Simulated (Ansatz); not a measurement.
`CS[SiH2]O` → H₂O + `CS[SiH]` at 400 K and 1 bar (silylene formation by 1,1-elimination).

Computed with Ansatz on PBE0-D4/def2-TZVP structures; ΔE is electronic, products minus reactants. CBS: MP2 limit from def2 TZ/QZ plus the TZ coupled-cluster correction, frozen cores. This one scheme is used for every species. Each species was taken in one conformer, which may not be the lowest.

```csv
species,CCSD(T)/CBS energy (Eh),H − E (kJ/mol),S (J/(mol·K))
`CS[SiH2]O`,-803.76359,217.5,371.8
H₂O,-76.37941,69.8,198.6
`CS[SiH]`,-727.28803,145.3,318.8
```

H − E and S are ideal-gas, rigid-rotor, harmonic terms from PBE0-D4/def2-TZVP, for one conformer and one mirror image of each species. 1 Eh = 2625.50 kJ/mol, R = 8.31446 J/(mol·K).

Q: By hand: ΔE, ΔH, ΔS and ΔG.

A: ΔE = (-76.37941) + (-727.28803) − (-803.76359) = 0.09615 Eh = 252.4 kJ/mol. Δ(H − E) = 69.8 + 145.3 − 217.5 = -2.4, so ΔH = 250.0 kJ/mol. ΔS = 198.6 + 318.8 − 371.8 = 145.6 J/(mol·K). ΔG = 250.0 − 400 × (145.6)/1000 = 191.8 kJ/mol.

Q: By hand: the equilibrium constant, and the temperature at which ΔG would vanish if ΔH and ΔS stayed fixed.

A: log₁₀ K = −ΔG/(RT ln 10) = -25.0. ΔG = 0 at ΔH/ΔS = 1717 K.

The number of gas molecules changes by +1, which sets the sign of ΔS. A doubt of 5 kJ/mol in ΔE shifts log₁₀ K by 0.7 here. Other conformers and mirror images would add mixing entropy, several J/(mol·K) or more a flexible species. These are equilibria of isolated gas molecules and say nothing of rates. Largest T1 diagnostic: 0.016 (customary marks: 0.02 for closed shells, 0.045 for open ones).
